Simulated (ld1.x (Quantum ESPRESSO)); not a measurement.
**Before and after: TM potential for iodine**

- Element: I (Z = 53)
- Generator: ld1.x (Quantum ESPRESSO) 7.5
- Type: norm-conserving Troullier–Martins (Kleinman–Bylander form)
- Functional: PBE
- Relativity: fully relativistic
- Frozen core: [Kr]
- Valence charge: 17
- Reference configuration: 4d10 5s2 5p5
- Partial waves: 5s (bound): rc 1.35 bohr; 5p (bound): rc 1.65 bohr; 4d (bound): rc 1.50 bohr
- Local potential: all-electron potential smoothed inside 1.10 bohr (lloc = -1)
- Core correction: none

Open shells are filled in proportion to 2j + 1 (rel_dist='average').

All-electron outer shells of the reference configuration (PBE, scalar-relativistic, ld1.x):

```json
{"shell": "4s", "level (eV)": "-180.60", "outermost node (bohr)": "0.37", "outermost maximum (bohr)": "0.68"}
{"shell": "4p", "level (eV)": "-127.57", "outermost node (bohr)": "0.37", "outermost maximum (bohr)": "0.72"}
{"shell": "4d", "level (eV)": "-50.28", "outermost node (bohr)": "0.35", "outermost maximum (bohr)": "0.78"}
{"shell": "5s", "level (eV)": "-17.41", "outermost node (bohr)": "0.88", "outermost maximum (bohr)": "1.70"}
{"shell": "5p", "level (eV)": "-7.09", "outermost node (bohr)": "0.96", "outermost maximum (bohr)": "2.02"}
```

Change: all radii scaled by about 1.23 (s 1.66, p 2.02, d 1.84 bohr); local potential all-electron potential smoothed inside 1.36 bohr (lloc = -1).

Cutoffs: the cutoffs (Ry, on a coarse ladder) from which the occupation-weighted sum of valence levels, in a spherical-Bessel basis at the reference potential, stays within 10 and 1 mRy of its value at 400 Ry; they do not see the model core or the augmentation charge, which bear on the density cutoff. Errors are all-electron minus pseudo energies relative to the spin-unpolarised reference configuration.

Problem. How do hardness, ghosts and transferability respond?

Solution. The potential gets softer (110 Ry and 200 Ry → 90 Ry and 140 Ry); both files keep a bound ghost (p, s); the number of tests that count goes from 7 to 2. A larger radius leaves more room for a smooth pseudo-wave, so fewer plane waves are needed.

| quantity | base | changed |
| --- | --- | --- |
| cutoff, loose | 110 Ry | 90 Ry |
| cutoff, tight | 200 Ry | 140 Ry |
| loose cutoff by channel (10 mRy a level) | s 45 Ry, p 35 Ry, d 90 Ry | s 25 Ry, p 12 Ry, d 70 Ry |
| bound ghosts | s, p3/2, p1/2 | s, p3/2 |
| tests counted (converged, no solver errors) | 7 of 7 | 2 of 7 |
| error for 4d10 5s2 5p5.3, meV [ΔE -1.79 eV] | -0.1 | -0.4 |
| error for 4d10 5s2 5p4.5, meV [ΔE 4.54 eV] | +0.1 | +0.1 |

Changed file: Tests not counted: 4d10 5s2 5p4 (solver errors, printed error -69.4 eV); 4d10 5s2 5p3 (solver errors, printed error -7.0 eV); 4d10 5s2 5p2 (solver errors, printed error +3.0 eV); 4d10 5s1 5p5 (solver errors, printed error -123 eV); 4d9 5s2 5p6 (solver errors, printed error -2286 eV). A true bound ghost makes a file unfit for plane-wave use even where its test errors are small: the radial tests pick states by their node count and pass the ghost by. Where a test does run into it, the solver fails or the error is huge.
